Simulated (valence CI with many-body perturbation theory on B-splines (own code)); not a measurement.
## A CI+MBPT run for Mo+

Computed by configuration interaction combined with many-body perturbation theory (CI+MBPT): five valence electrons over a frozen Dirac-Fock core [Kr], radial functions for each j: 6 s, 6 p, 5 d, 5 f, 1 g, with the one-electron correlation potential Σ1 (screened to all orders), the two-electron term Σ2, the three-electron term Σ3, Breit, model QED; selected single and double excitations, second order for the rest, scaled by the run's own slope (own B-spline code, finite nucleus).

Command, and the settings that its task file holds:

```sh
python run_cv.py task.json out
```

```
atom Mo  Z=42  mass_number=98  rms_radius_fm=4.4091
core [Kr]
valence 4d5
avg = 1
basis = S
breit = 1
cap = 10000
capref = 1200
cscale = 1
de = 0.0
dress = 0
eps = 2e-08
extrap = 1
h = 0.27
hh = 1
l2 = 3
lcore = 6
maxit = 2
n2 = 5
natural = 1
nlev = 20
nno = [3, 3, 3, 3, 1]
nroot = 26
nsp = [3, 3, 2, 2, 0]
pt2 = 1
qed = 1
rpa = 1
s1 = 1
s2 = 1
s3 = 1
screen = 1
tol = 2e-05
whole = 1
```

It took 110 s on 1 thread of Arm Neoverse V1 (shared host).

Log. The first blocks belong to the next ion, which gives the ionisation energy. Fields: 2J, parity (1 odd), roots, reference size, generating configurations, candidates as configurations/state functions, variational space P, stored matrix elements, Davidson steps; e2 is the range of second-order energies in hartree. The first line gives the box (bohr), its intervals, the orbitals and the steps of their self-consistent field. Window is the range of levels sought, series limit the energy at which the first omitted orbital would enter, core excitation an estimate of the first excitation out of the core, left out the lowest levels not solved, and shifts from estimates the range by which levels moved from their first estimate, all in cm⁻¹.

```
rmax 28.0 intervals 66 orbitals 40 references ['4d5', '4d4 5s', '4d3 5s2', '4d4 5p'] scf 10 t 1.8
2J=0 par=0 roots 2 ref 21 generators 10 cand 515/977 P 532/998 nnz 0 it 0
2J=0 par=0 roots 2 ref 21 generators 49 cand 1806/4017 P 2338/5015 nnz 2.3e+06 it 2
   second order: generators 96 cand 19674/41563 e2 -0.00033 -0.00013
2J=2 par=0 roots 2 ref 44 generators 13 cand 224/956 P 244/1000 nnz 0 it 0
2J=2 par=0 roots 2 ref 44 generators 41 cand 752/3993 P 996/4993 nnz 3.8e+06 it 2
   second order: generators 109 cand 22144/122409 e2 -0.00140 -0.00070
2J=4 par=0 roots 2 ref 64 generators 11 cand 129/919 P 152/983 nnz 0 it 0
2J=4 par=0 roots 2 ref 64 generators 46 cand 612/3991 P 764/4974 nnz 4.9e+06 it 2
   second order: generators 105 cand 20694/170898 e2 -0.00199 -0.00110
reference levels 512, estimated 75, window 23655 1/cm; series limit 100300, core excitation 257257
2J=5 par=0 roots 8 ref 29 generators 28 cand 56/927 P 289/3287 nnz 2.4e+06 it 2
2J=5 par=0 roots 8 ref 29 generators 114 cand 564/6589 P 853/9876 nnz 1.6e+07 it 2
   second order: generators 326 cand 74427/2039057 e2 -0.00904 -0.00298
2J=1 par=0 roots 5 ref 15 generators 26 cand 161/886 P 607/3312 nnz 1.8e+06 it 2
2J=1 par=0 roots 5 ref 15 generators 123 cand 1117/6480 P 1724/9792 nnz 1.2e+07 it 2
   second order: generators 318 cand 73697/873473 e2 -0.00412 -0.00229
2J=3 par=0 roots 7 ref 24 generators 23 cand 70/846 P 358/3281 nnz 2e+06 it 2
2J=3 par=0 roots 7 ref 24 generators 128 cand 702/6672 P 1060/9953 nnz 1.5e+07 it 2
   second order: generators 357 cand 81919/1704872 e2 -0.00826 -0.00474
2J=7 par=0 roots 5 ref 23 generators 16 cand 78/980 P 315/3460 nnz 2.5e+06 it 2
2J=7 par=0 roots 5 ref 23 generators 100 cand 515/6531 P 830/9991 nnz 1.7e+07 it 2
   second order: generators 274 cand 71773/2082840 e2 -0.00822 -0.00508
2J=9 par=0 roots 4 ref 17 generators 19 cand 65/846 P 332/3236 nnz 2.1e+06 it 2
2J=9 par=0 roots 4 ref 17 generators 102 cand 595/6757 P 927/9993 nnz 1.5e+07 it 2
   second order: generators 315 cand 79858/2198145 e2 -0.00722 -0.00470
2J=11 par=0 roots 3 ref 8 generators 12 cand 55/830 P 374/3157 nnz 2.1e+06 it 2
2J=11 par=0 roots 3 ref 8 generators 85 cand 750/6738 P 1124/9895 nnz 1.6e+07 it 2
   second order: generators 262 cand 76453/1802305 e2 -0.00541 -0.00335
2J=13 par=0 roots 2 ref 3 generators 9 cand 94/931 P 528/3412 nnz 2.2e+06 it 2
2J=13 par=0 roots 2 ref 3 generators 73 cand 966/6576 P 1494/9988 nnz 1.5e+07 it 2
   second order: generators 211 cand 71583/1408766 e2 -0.00307 -0.00248
left out: unestimated 38907, estimated 25254, shifts from estimates -458 to 455
operators 4.6
```

The Davidson iterations stopped at their limit. The settings are bad on purpose, so the numbers may not be properties of the ion.

Set against measurement, 9 paired levels are off by 786 cm⁻¹ on average, the worst by 1227. These come from a selection out of the NIST Handbook of Basic Atomic Spectroscopic Data. Levels without a partner in it may be off by more, other configurations by 1,000 to 4,000 cm⁻¹. Among the levels kept, up to 1900 cm⁻¹ of a level comes from second order outside the variational space, and about a tenth of that is noise between levels of different J, which matters for small intervals. Only levels of the ground parity were solved; by the run's estimate the other parity begins above the list, which can be wrong where configurations are misplaced.

```yaml
Valence_energy: -7.565563 hartree
Ionisation_energy: "15.671 eV (NIST: 16.16 ± 0.12 eV (semi-empirical))"
Reference_configurations_for_the_orbitals: 4d5, 4d4 5s, 4d3 5s2, 4d4 5p
Radial_orbitals: 40
Box_radius: 28.01 bohr
Largest_variational_space: 9993
Lowest_levels: 4d5 6S_5/2 0.0, 4d4 5s 6D_1/2 10571, 4d4 5s 6D_3/2 10850, 4d4 5s 6D_5/2 11285, 4d4 5s 6D_7/2 11723, 4d4 5s 6D_9/2 12234, 4d5 4G_5/2 15522, 4d5 4G_7/2 15620, 4d5 4G_9/2 15698, 4d5 4G_11/2 15703, 4d5 4P_3/2 [a] 16006, 4d5 4P_1/2 [a] 16110, 4d5 4P_5/2 [a] 16150, 4d5 4P_1/2 [b] 16870 cm⁻¹
```

Names give the largest LS component (configuration and term), which can be under half, so a name can repeat, a term be missing and a line seem to break the LS rules; names also repeat where a configuration has a term twice. Letters in brackets count levels of one name in rising energy.
